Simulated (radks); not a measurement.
The mean radii <r> (bohr) of the occupied orbitals of an atom or ion are listed with their occupations. All-electron calculation, non-relativistic Kohn-Sham, SCAN, spin-polarised, spherical densities, point nucleus; meta-GGA in the generalised Kohn-Sham scheme. Program: a radial shooting solver on a logarithmic mesh with Libxc functionals.

| orbital | occ. | <r> |
|---|---|---|
| 1s up | 1 | 0.06708 |
| 1s down | 1 | 0.06708 |
| 2s up | 1 | 0.3100 |
| 2s down | 1 | 0.3100 |
| 2p up | 3 | 0.2747 |
| 2p down | 3 | 0.2747 |
| 3s up | 1 | 0.9151 |
| 3s down | 1 | 0.9176 |
| 3p up | 3 | 0.9533 |
| 3p down | 3 | 0.9530 |
| 4p up | 2 | 2.588 |

Name the element and its charge. Open shells, if any, are filled with parallel spins first.

Answer. Z = 23, vanadium, charge +3: V3+ in [Ar] 4p2. The 1s radius gives Z: for a bare nucleus <r> = 1.5/Z, 0.06522 bohr for Z = 23, and screening makes it slightly larger (0.06708 here). The occupations add up to 20, and the charge is Z minus that.
